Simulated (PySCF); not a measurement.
# How methods differ on the ionisation energy of F²⁺

F²⁺ [He] 2s2 2p3 (4S) → F³⁺ [He] 2s2 2p2 (3P), as a difference of total energies. All numbers are calculated (PySCF 2.14, no relativity, point nucleus, in aug-cc-pwCVTZ (7s6p4d2f, 59 functions)). Correlated levels: valence: 1s2 frozen; valence and next inner shell: nothing frozen. The calculations carry no spin-orbit coupling.

Q: Order these methods by the ionisation energy they give, lowest first.
A. UHF
B. HSE06
C. SCS-MP2 (valence and next inner shell)
D. LDA

A: A (62.229 eV), C (62.595 eV), B (62.899 eV), D (63.155 eV).

A first-order spin-orbit estimate (lowest level to lowest level, LS coupling) adds -0.053 eV.

Errors of the correlated levels include the incompleteness of this basis and the frozen core.

For comparison: 62.708 eV (semi-empirical (NIST evaluation); NIST Atomic Spectra Database, ionization energies).
